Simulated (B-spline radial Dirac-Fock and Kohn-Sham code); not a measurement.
Electron momentum distribution of Ca¹³⁺: Compton profiles

System: calcium as Ca¹³⁺, [He] 2s2 2p3.

The run's input, task.json:

```json
{"items": [{
  "Z": 20,
  "q": 13,
  "cfg": [[1, 0, 2], [2, 0, 2], [2, 1, 3]],
  "A": 40,
  "rrms": 3.4776,
  "do": ["scatter"],
  "s": [0.0, 0.05, 0.1, 0.15, 0.2, 0.25, 0.3, 0.35, 0.4, 0.45, 0.5, 0.6, 0.7, 0.8, 0.9, 1.0, 1.1, 1.2, 1.4, 1.6, 1.8, 2.0, 2.5, 3.0, 3.5, 4.0, 5.0, 6.0],
  "pz": [0, 0.1, 0.2, 0.3, 0.4, 0.5, 0.6, 0.8, 1.0, 1.2, 1.4, 1.6, 1.8, 2.0, 2.5, 3.0, 4.0, 5.0, 7.0, 10.0, 15.0, 20.0, 30.0, 40.0, 60.0, 100.0],
  "hv_scatter": [2000, 5000, 8047.8, 17479.3, 20000, 50000, 100000, 200000]
}]}
```

Run with: `python xray_run.py task.json out`

These are calculated numbers from a B-spline atomic structure program; the model is the impulse approximation on Dirac-Fock orbitals of the configuration average with a finite nucleus. pz is in atomic units of momentum; subshell profiles are per electron, for a selection of subshells; open shells are spread over both j values by their weights.

```csv
pz,J total,J 1s1/2,J 2p1/2,J 2p3/2
0,0.6471,0.0433,0.0808,0.0813
0.3,0.6442,0.0433,0.0808,0.0813
0.4,0.6420,0.0433,0.0808,0.0813
0.5,0.6391,0.0433,0.0808,0.0813
0.6,0.6356,0.0432,0.0808,0.0813
0.8,0.6269,0.0431,0.0808,0.0812
1,0.6159,0.0430,0.0807,0.0811
1.2,0.6029,0.0428,0.0805,0.0809
1.4,0.5880,0.0427,0.0802,0.0807
1.6,0.5715,0.0425,0.0798,0.0803
1.8,0.5537,0.0422,0.0793,0.0797
2,0.5347,0.0420,0.0786,0.0790
2.5,0.4839,0.0412,0.0760,0.0763
3,0.4313,0.0404,0.0721,0.0724
4,0.3319,0.0382,0.0613,0.0614
5,0.2506,0.0357,0.0484,0.0483
7,0.1461,0.0300,0.0257,0.0255
10,0.07474,0.0215,0.00828,0.00813
15,0.02983,0.0108,0.00128,0.00123
20,0.01288,0.00514,0.000247,0.000235
30,0.002829,0.00121,1.80e-05,1.64e-05
40,0.0007784,0.000343,2.46e-06,2.15e-06
60,0.0001025,4.59e-05,< 1e-6,< 1e-6
```

J(0) = 0.6471. The 2s1/2 subshell gives the largest part, 49 %.

Mean momentum ⟨p⟩ by subshell (a.u.): 1s1/2 16.8, 2s1/2 5.75, 2p1/2 7.72, 2p3/2 7.67.
